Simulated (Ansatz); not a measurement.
Mulliken charges of F₂H₄InNSiTe (`N[Si](F)(F)[Te][InH2]`) from B3LYP/def2-TZVPP in Ansatz (PBE0-D4/def2-TZVP geometry).

| atom | x (Å) | y (Å) | z (Å) | charge (e) |
| --- | --- | --- | --- | --- |
| N1 | 0.393 | -0.831 | 0.011 | -0.388 |
| Si2 | -0.429 | -0.052 | -1.359 | 0.694 |
| F3 | 0.641 | -0.044 | -2.533 | -0.298 |
| F4 | -1.549 | -1.083 | -1.813 | -0.298 |
| Te5 | -1.206 | 2.100 | -0.614 | -0.306 |
| In6 | 0.102 | 0.924 | 1.607 | 0.534 |
| H7 | -0.050 | -1.690 | 0.318 | 0.170 |
| H8 | 1.375 | -1.025 | -0.159 | 0.170 |
| H9 | -0.985 | 0.213 | 2.726 | -0.140 |
| H10 | 1.709 | 1.488 | 1.816 | -0.139 |

Question: By hand: the dipole of these point charges (1 e Å = 4.8032 D).

Answer: Σ q r = (0.369, -0.225, 0.787) e Å, of length 0.898 e Å = 4.31 D.

Question: How does the dipole of the full density compare? (An estimate is asked.)

Answer: The calculation gave: (0.324, -0.440, 0.354) e Å, 3.13 D; the point charges give 1.38 times that, at 32° from its direction.

Point charges leave out the atoms' own dipoles, such as those of lone pairs, and Mulliken's split depends on the basis, so the two needn't agree.

B3LYP here is the variant with VWN-RPA as its local correlation; programs differ in this.
